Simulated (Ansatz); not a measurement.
Frontier orbitals of CH3CuF3PS (`C[S][Cu-][P+](F)(F)F`).

Charge 0, multiplicity 1. For Cu the d shell is correlated and the shells below it are frozen. Scalar relativity is left out up to krypton. Geometry: relaxed with PBE0-D4/def2-TZVP. It is one conformer, not always the lowest. Basis def2-TZVPP, Ansatz 0.2.0.

Orbital energies of one run (eV). Highest occupied ones, from the top: -5.08, -5.94, -7.22, -7.23, -7.26, -7.65, -7.83, -8.95, -10.34, -10.36, -10.91, -11.96, -12.38, -12.42. Empty: -2.43, -2.22, -0.30, 0.66, 1.11, 1.84.

(1) Which functional gave them?
A. r2SCAN
B. ωB97X-V
C. LC-ωPBE
D. B3LYP

Results:

(1) A. HOMO energies: r2SCAN -5.08, B3LYP -5.67, ωB97X-V -8.06, LC-ωPBE -8.42 eV.

B3LYP here is the variant with VWN-RPA as its local correlation; programs differ in this. LC-ωPBE has ω = 0.4 bohr⁻¹.
